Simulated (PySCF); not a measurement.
Basis and Hamiltonian dependence of the excitation energy of Be

Be [He] 2s2 (1S) → Be [He] 2s1 3d1 (3D). All values are computed (PySCF 2.14, energy differences of UHF-based or UKS calculations, no spin-orbit coupling). Values in eV.

```json
{"basis": "aug-pcseg-2", "Hamiltonian": "non-relativistic", "functions": "24", "UHF": "7.130", "PBE": "7.376", "PBE0": "7.488", "MP2 (valence)": "7.768", "CCSD(T) (valence)": "n/a", "CCSD(T) (valence and next inner shell)": "n/a"}
{"basis": "aug-cc-pVTZ-DK", "Hamiltonian": "spin-free X2C", "functions": "46", "UHF": "7.967", "PBE": "7.989", "PBE0": "8.147", "MP2 (valence)": "8.640", "CCSD(T) (valence)": "8.987", "CCSD(T) (valence and next inner shell)": "n/a"}
{"basis": "aug-cc-pCVTZ", "Hamiltonian": "non-relativistic", "functions": "59", "UHF": "7.963", "PBE": "7.993", "PBE0": "8.149", "MP2 (valence)": "8.648", "CCSD(T) (valence)": "8.990", "CCSD(T) (valence and next inner shell)": "9.007"}
{"basis": "aug-cc-pCVTZ-DK", "Hamiltonian": "spin-free X2C", "functions": "59", "UHF": "7.965", "PBE": "7.994", "PBE0": "8.151", "MP2 (valence)": "8.649", "CCSD(T) (valence)": "8.991", "CCSD(T) (valence and next inner shell)": "9.008"}
{"basis": "aug-cc-pVTZ with one added diffuse shell each of s, p, d, f type", "Hamiltonian": "non-relativistic", "functions": "62", "UHF": "6.587", "PBE": "7.007", "PBE0": "7.087", "MP2 (valence)": "7.315", "CCSD(T) (valence)": "7.721", "CCSD(T) (valence and next inner shell)": "n/a"}
{"basis": "aug-cc-pCVTZ-DK with one added diffuse shell each of s, p, d, f type", "Hamiltonian": "spin-free X2C", "functions": "75", "UHF": "6.652", "PBE": "7.042", "PBE0": "7.128", "MP2 (valence)": "7.389", "CCSD(T) (valence)": "7.791", "CCSD(T) (valence and next inner shell)": "7.806"}
{"basis": "dyall-av3z", "Hamiltonian": "spin-free X2C", "functions": "76", "UHF": "7.694", "PBE": "7.776", "PBE0": "7.922", "MP2 (valence)": "8.387", "CCSD(T) (valence)": "8.719", "CCSD(T) (valence and next inner shell)": "n/a"}
{"basis": "dyall-av3z", "Hamiltonian": "non-relativistic", "functions": "76", "UHF": "7.693", "PBE": "7.775", "PBE0": "7.921", "MP2 (valence)": "8.386", "CCSD(T) (valence)": "8.717", "CCSD(T) (valence and next inner shell)": "n/a"}
{"basis": "dyall-acv3z", "Hamiltonian": "spin-free X2C", "functions": "76", "UHF": "7.694", "PBE": "7.776", "PBE0": "7.922", "MP2 (valence)": "8.387", "CCSD(T) (valence)": "8.719", "CCSD(T) (valence and next inner shell)": "8.738"}
{"basis": "aug-cc-pVQZ", "Hamiltonian": "non-relativistic", "functions": "80", "UHF": "7.626", "PBE": "7.716", "PBE0": "7.863", "MP2 (valence)": "8.322", "CCSD(T) (valence)": "8.641", "CCSD(T) (valence and next inner shell)": "n/a"}
{"basis": "aug-cc-pVQZ with one added diffuse shell each of s, p, d, f, g type", "Hamiltonian": "non-relativistic", "functions": "105", "UHF": "6.538", "PBE": "6.991", "PBE0": "7.068", "MP2 (valence)": "7.302", "CCSD(T) (valence)": "n/a", "CCSD(T) (valence and next inner shell)": "n/a"}
{"basis": "aug-cc-pCVQZ", "Hamiltonian": "non-relativistic", "functions": "109", "UHF": "7.617", "PBE": "7.710", "PBE0": "7.855", "MP2 (valence)": "8.318", "CCSD(T) (valence)": "n/a", "CCSD(T) (valence and next inner shell)": "n/a"}
{"basis": "aug-cc-pCVQZ-DK", "Hamiltonian": "spin-free X2C", "functions": "109", "UHF": "7.618", "PBE": "7.711", "PBE0": "7.857", "MP2 (valence)": "8.319", "CCSD(T) (valence)": "n/a", "CCSD(T) (valence and next inner shell)": "n/a"}
{"basis": "aug-cc-pV5Z", "Hamiltonian": "non-relativistic", "functions": "127", "UHF": "7.168", "PBE": "7.365", "PBE0": "7.491", "MP2 (valence)": "7.894", "CCSD(T) (valence)": "n/a", "CCSD(T) (valence and next inner shell)": "n/a"}
```

Frozen in the all-electron rows: valence: 1s2; valence and next inner shell: nothing.

At UHF, aug-cc-pCVTZ, aug-cc-pVTZ with one added diffuse shell each of s, p, d, f type, aug-cc-pCVTZ-DK with one added diffuse shell each of s, p, d, f type, dyall-av3z, aug-cc-pVQZ with one added diffuse shell each of s, p, d, f, g type lie more than 0.3 eV from the median of the rows with comparable relativity.
